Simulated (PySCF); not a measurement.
**A small calculation by hand: oscillator strength and radiative lifetime**

C₅H₉N, SMILES C#C[C@@H](C)CN.

The structure is a stationary point at PBE0-D3(BJ)/def2-SVP. The structure was generated by enumeration; whether it is a known compound was not checked. Other conformers were not sampled.

TDA-CAM-B3LYP/def2-SVPD run with PySCF puts the first singlet state with f over 0.02 at 7.54 eV (vertical), with the transition dipole (0.273, 0.234, 0.218) in atomic units.

Find the oscillator strength, the wavelength and the radiative lifetime that this transition would have in vacuum if emission retraced absorption.


|μ|² = 0.1768 au, so |μ| = 1.07 D. ΔE = 7.54/27.211 = 0.2771 hartree. f = (2/3) ΔE |μ|² = 0.033 (the program prints 0.033).
λ = 1239.84/7.54 = 164 nm; ν = 60814 cm⁻¹.
Einstein's coefficient A = 0.6670 ν² f s⁻¹ (ν in cm⁻¹) = 8.1e7 s⁻¹, so τ = 1/A = 12 ns. This state is S6; the lower singlets have f = 0.005, 0.000, 0.003, 0.002, 0.007. The figure is the radiative limit of this one transition; relaxation, internal conversion, crossing to triplets and a medium change what is measured.
